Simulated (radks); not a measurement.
Task: The lead ion Pb9+ is in [Xe] 4f14 5d5. Calculated with a radial shooting solver on a logarithmic mesh with Libxc functionals: non-relativistic Kohn-Sham, PBE, spin-polarised, spherical densities, point nucleus. Open shells are filled with parallel spins first. One electron is removed from 4f, 5p, 5s, 5d in turn, with full relaxation. Which removal costs least, and what does each cost?

Result: 5d 164.95 eV; 5p 221.60 eV; 5s 258.27 eV; 4f 312.89 eV. The 5d electron leaves first.
